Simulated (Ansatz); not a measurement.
BH7OSi2, SMILES `BO[SiH2][SiH3]`, relaxed with RKS PBE-D4/def2-SVP in Ansatz from a rough embedded geometry. The force threshold is 0.03 eV/Å; the program also tests the step.

Total charge 0; spin multiplicity 1.

Start:

```xyz
11

B    -0.234   -0.092   -2.366
O     0.166   -0.757   -1.157
Si   -0.187    0.379    0.049
Si    0.455   -0.368    2.065
H    -1.321   -0.311   -2.824
H     0.554    0.482   -3.068
H     0.611    1.664   -0.178
H    -1.579    0.743    0.073
H     1.822   -0.693    2.023
H    -0.378   -1.627    2.298
H     0.090    0.582    3.084
```

How much energy does the relaxation release, and in how many steps? (Estimate.)

The calculation gave: 95.46 kJ/mol, in 18 steps, 2 of them rejected.

Which bonds change most? (An estimate is asked.)

The calculation gave: Si3–Si4 from 2.243 to 2.352 Å; Si4–H9 from 1.406 to 1.504 Å; B1–O2 from 1.436 to 1.356 Å; Si3–H8 from 1.439 to 1.508 Å.

Give the relaxed structure. (Best estimate.)

Computed: 
```xyz
11

B    -0.155   -0.336   -2.362
O     0.432    0.256   -1.291
Si   -0.232    0.898    0.147
Si    0.435   -0.495    1.921
H    -1.373   -0.456   -2.412
H     0.574   -0.735   -3.254
H     0.325    2.284    0.298
H    -1.733    0.971    0.027
H     1.933   -0.627    1.938
H    -0.180   -1.860    1.760
H    -0.025    0.100    3.226
```
